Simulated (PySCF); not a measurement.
Geometry (Å), atoms numbered from 1 in this order:
```xyz
16

N     3.496   -0.038   -0.547
C     2.429   -0.168   -0.113
C     1.085   -0.324    0.400
C     0.383   -1.632   -0.027
C    -1.109   -1.480    0.266
C    -1.613   -0.173   -0.367
Si   -0.171    1.036   -0.140
H     1.136   -0.281    1.503
H     0.537   -1.786   -1.109
H     0.820   -2.504    0.484
H    -1.672   -2.356   -0.095
H    -1.258   -1.444    1.359
H    -2.563    0.172    0.067
H    -1.786   -0.311   -1.448
H     0.250    1.721   -1.396
H    -0.360    2.046    0.943
```

Geometry: PBE0-D3(BJ)/def2-SVP; GIAO shifts from PySCF 2.14.0 with density-fitted response routines, gas phase, non-relativistic, averaged over equivalent atoms.

At KT3/pcSseg-1 (171 basis functions, 54 s wall time on 1 thread of an Arm Neoverse N1, shared host):
```json
{"atoms": "N1", "δ (ppm)": "274.9"}
{"atoms": "C2", "δ (ppm)": "111.9"}
{"atoms": "C4", "δ (ppm)": "37.3"}
{"atoms": "C5", "δ (ppm)": "31.2"}
{"atoms": "C3", "δ (ppm)": "14.4"}
{"atoms": "C6", "δ (ppm)": "11.0"}
{"atoms": "Si7", "δ (ppm)": "-18.9"}
{"atoms": "H15", "δ (ppm)": "4.19"}
{"atoms": "H16", "δ (ppm)": "4.18"}
{"atoms": "H10", "δ (ppm)": "2.32"}
{"atoms": "H11", "δ (ppm)": "2.15"}
{"atoms": "H8", "δ (ppm)": "1.67"}
{"atoms": "H9", "δ (ppm)": "1.38"}
{"atoms": "H12", "δ (ppm)": "1.16"}
{"atoms": "H13", "δ (ppm)": "1.09"}
{"atoms": "H14", "δ (ppm)": "0.93"}
```

Referencing at the same level of theory: 15N (σ = 262.01 ppm) vs NH3; 13C (σ = 182.31 ppm) and 29Si (σ = 365.51 ppm) and 1H (σ = 31.32 ppm) vs TMS.

Question: What do these become at PBE0/pcSseg-1?

Answer: 
```tsv
atoms	δ at PBE0/pcSseg-1	change
N1	300.8	+25.9
C2	125.5	+13.6
C4	36.0	-1.3
C5	29.3	-1.9
C3	12.2	-2.2
C6	9.2	-1.8
Si7	-15.7	+3.2
H15	4.35	+0.16
H16	4.32	+0.14
H10	2.25	-0.07
H11	2.04	-0.11
H8	1.54	-0.13
H9	1.37	-0.01
H12	1.11	-0.05
H13	0.99	-0.10
H14	0.89	-0.04
```

Referencing at the same level of theory: 15N (265.67 ppm) vs NH3; 13C (184.41 ppm), 29Si (351.99 ppm), 1H (31.27 ppm) vs TMS.

The largest change is at N1 (nitrile nitrogen). Cost: 171 basis functions, 55 s wall time on 1 thread of an Arm Neoverse N1, shared host. The order of the carbon signals is the same at both levels.

Experimental scales use liquid or dissolved standards, which lie at an offset from isolated NH3 (liquid NH3: subtract about 20 ppm). Unscaled 15N shifts of sp2 nitrogen come out 20 to 40 ppm too high even then.
